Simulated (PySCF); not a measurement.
Ionisation energy of Sn⁺ by level of theory

Sn⁺ [Kr] 4d10 5s2 5p1 (2P) → Sn²⁺ [Kr] 4d10 5s2 (1S), as a difference of total energies. Computed with PySCF 2.14 in ANO-RCC-VTZP, with scalar relativity by spin-free X2C-1e. Correlated levels: valence: [Kr] 4d10 frozen. The calculations carry no spin-orbit coupling.

```json
{"method": "UHF", "ionisation energy (eV)": "13.755"}
{"method": "MP2 (valence)", "ionisation energy (eV)": "13.941"}
{"method": "SCS-MP2 (valence)", "ionisation energy (eV)": "13.929"}
{"method": "CCSD (valence)", "ionisation energy (eV)": "14.009"}
{"method": "CCSD(T) (valence)", "ionisation energy (eV)": "14.024"}
```

How much does correlation contribute at CCSD(T) (valence)?

14.024 − (13.755) = 0.269 eV, measured against UHF.

Errors of the correlated levels include the incompleteness of this basis and the frozen core.

For comparison: 14.282 eV (measured; NIST levels, between the centres of gravity of the two terms).
